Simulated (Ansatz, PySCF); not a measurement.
Stretching the Al1–H2 bond in AlFH2 (SMILES [F][AlH2]) (multiplicity 1 held, fragments rigid). Energies count from the point at 1.570 Å.
Geometry at that point (charge 0, multiplicity 1):
```xyz
4

Al    -0.2467    -0.4788     0.1584
H      0.4707    -1.3122     1.2788
H     -1.5894    -0.8593    -0.5605
F      0.4806     0.9329    -0.3086
```

Unrestricted levels (U-) break spin symmetry where that is lower. Active spaces are followed from a long bond inwards. Levels need not reach the same state.

Correlated levels freeze the cores. Rows in 3-21G, 6-31G* carry no dispersion term and start afresh at each structure (6-31G* with six Cartesian d functions). MP2/6-31G* freezes PySCF's default core.

Programs: Ansatz (Gaussian orbitals); PySCF for 3-21G rows, 6-31G* rows. 

Other levels give for the energy at R = 5.024 Å: U-PBE/cc-pV(T+d)Z 82.15; U-B3LYP/cc-pV(T+d)Z 86.76; U-wB97X-V/cc-pV(T+d)Z 88.99; FIC-MRCISD+Q on CASSCF(2,2)/cc-pV(T+d)Z 88.06 kcal/mol.

Common cheap choices:

```
level           energy at R = 5.024 Å (kcal/mol)
--------------  --------------------------------
R-HF/3-21G                                169.18
R-HF/6-31G*                               167.51
U-HF/6-31G*                                69.11
U-B3LYP/6-31G*                             86.96
R-MP2/6-31G*                              111.93
```

Doubts at one or more of the structures used: a restricted determinant that unrestricted orbitals would lower (R-HF/3-21G, R-HF/6-31G*, R-MP2/6-31G*); a spin-contaminated determinant (U-HF/6-31G*, U-B3LYP/6-31G*, U-PBE/cc-pV(T+d)Z, U-B3LYP/cc-pV(T+d)Z, U-wB97X-V/cc-pV(T+d)Z).

Ansatz is an electronic-structure program.
